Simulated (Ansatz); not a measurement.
The same ligand exchange along the group O, S, Se.

Program: Ansatz. Geometries: PBE0-D4/def2-TZVP. ΔE: electronic, gas phase. CCSD(T)/CBS is the MP2 limit (def2-TZVPP, def2-QZVPP) plus CCSD(T) − MP2 in def2-TZVPP, frozen cores. This one scheme is used for every species. DFT in def2-TZVPP. For As, Se outer-core shells are correlated without core-valence functions, which leaves a few kJ/mol of doubt a bond. Scalar relativity is left out up to krypton. One conformer a species, not always the lowest.

| reaction | CCSD(T)/CBS(def2) (kcal/mol) |
| --- | --- |
| `CN[SiH2]O` + `[AsH3]` → `CN[SiH2][AsH2]` + H₂O | ? |
| `CN[SiH2]S` + `[AsH3]` → `CN[SiH2][AsH2]` + H₂S | 8.1 |
| `CN[SiH2][SeH]` + `[AsH3]` → `CN[SiH2][AsH2]` + H₂Se | 10.8 |

Problem. Fill in the missing values. (Estimate.)

Solution. The calculation gave: `CN[SiH2]O` + `[AsH3]` → `CN[SiH2][AsH2]` + H₂O: +17.8 kcal/mol.

Largest T1 diagnostic: 0.011, for `[AsH3]`.
